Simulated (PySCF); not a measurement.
## WO2Cl2, singlet: computed properties

All numbers come from PBE0 in PySCF with W def2-SVP with ECP60, O def2-SVP, Cl def2-SVP; scalar-relativistic core potentials, no spin–orbit coupling; density-fitted integrals.

The structure is a minimum.

```xyz
5
charge 0 multiplicity 1, angstrom
W     0.0000    0.0000   -0.1846
O     0.0000    1.3510   -1.2022
O     0.0000   -1.3510   -1.2022
Cl    1.9139    0.0000    1.0349
Cl   -1.9139    0.0000    1.0349
```

```json
{
  "Point group": "C2v",
  "Bond lengths": "W–Cl 2.269 Å (×2), W–O 1.691 Å (×2)",
  "Bond angles": "Cl–W–Cl 115.0°, Cl–W–O 108.9° (×4), O–W–O 106.0°",
  "Heat capacity Cp at 298.15 K": "85.4 J/(mol K)",
  "Highest occupied level": "-9.82 eV",
  "Atomisation energy without zero-point energy": "2222 kJ/mol",
  "Rotational constants": "0.09073, 0.05359, 0.04395 cm⁻¹",
  "Zero-point energy": "24.1 kJ/mol",
  "Rotational symmetry number": "2",
  "Enthalpy at 298.15 K above 0 K": "18.76 kJ/mol",
  "Entropy at 298.15 K and 1 bar": "345.5 J/(mol K)",
  "Dipole moment": "1.80 D",
  "Lowest empty level": "-3.22 eV",
  "Principal polarisabilities": "48.4, 54.5, 65.4 bohr³",
  "Principal quadrupole moments (Buckingham, traceless) about the centre of mass": "-2.03, -1.02, 3.06 D Å"
}
```

Harmonic modes (masses in u: W 183.951, O 15.995, Cl 34.969):
| symmetry | ω (cm⁻¹) | IR (km/mol) | μ (u) | type |
| --- | --- | --- | --- | --- |
| a1 | 112 | 0.8 | 38.38 | bend |
| b2 | 161 | 5.9 | 26.19 | bend |
| a2 | 218 | 0.0 | 17.79 | bend |
| b1 | 230 | 6.1 | 19.19 | bend |
| a1 | 353 | 0.1 | 18.43 | bend |
| a1 | 427 | 27.2 | 32.29 | mixed |
| b1 | 433 | 83.7 | 43.01 | stretch |
| b2 | 1029 | 163 | 17.70 | stretch |
| a1 | 1069 | 93.3 | 16.98 | stretch |

In C2v the vibrations span 4a1 + 2b2 + a2 + 2b1. The a2 mode carries no infrared intensity, as symmetry demands.

Charges (e):
```tsv
atom	Mulliken	Löwdin	polar tensor	Mayer order to W1
W1	1.03	-0.08	2.20	–
O2,3	-0.30	-0.10	-0.65	2.13
Cl4,5	-0.22	0.14	-0.45	1.13
```

Mulliken populations on W1 (electrons outside its core potential): s 2.47, p 6.35, d 3.95, f 0.21.

Outer orbital energies (eV). occupied: -12.54, -12.01, -10.91, -10.47, -10.46, -10.15, -10.12, -9.82; empty: -3.22, -2.55, -2.10, -0.85.

Formally W is in oxidation state +6, d0. The polar-tensor charge on W, 2.20, is far below the formal one.

This need not be the most stable arrangement of these atoms. Spin–orbit coupling, left out here, can matter for elements this heavy.

The final relaxation and frequency run took of the order of 2 core-minutes on a shared host.
